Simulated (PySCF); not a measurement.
SMILES O[SiH2]F (H3FOSi), PBE/def2-SVP optimised geometry.

```
6

O      0.91    -0.43     0.00
Si    -0.76    -0.43     0.00
F     -1.34     1.10     0.00
H      1.34    -0.14     0.82
H     -1.32    -1.09     1.23
H     -1.16    -1.10    -1.27
```

Density from PBE/def2-TZVP (PySCF 2.14.0) at that geometry.

Minimum of the electron density along straight lines between bonded atoms, close to the bond critical point (lines longer than 1.1 times the sum of covalent radii, or with two minima, are not listed):

```tsv
bond	length / Å	ρ at the minimum / e bohr⁻³	∇²ρ there / e bohr⁻⁵	position (fraction from the first atom)
O1–Si2	1.665	0.134	(withheld)	0.59
Si2–F3	1.638	0.127	(withheld)	0.42
O1–H4	0.973	(withheld)	-2.26	0.80
Si2–H5	1.502	0.122	0.10	0.49
Si2–H6	1.492	0.125	0.10	0.49
```

**Question.** Some entries are withheld; supply them.

**Answer.** 
- O1–Si2, ∇²ρ there / e bohr⁻⁵: 0.73
- Si2–F3, ∇²ρ there / e bohr⁻⁵: 0.81
- O1–H4, ρ at the minimum / e bohr⁻³: 0.345
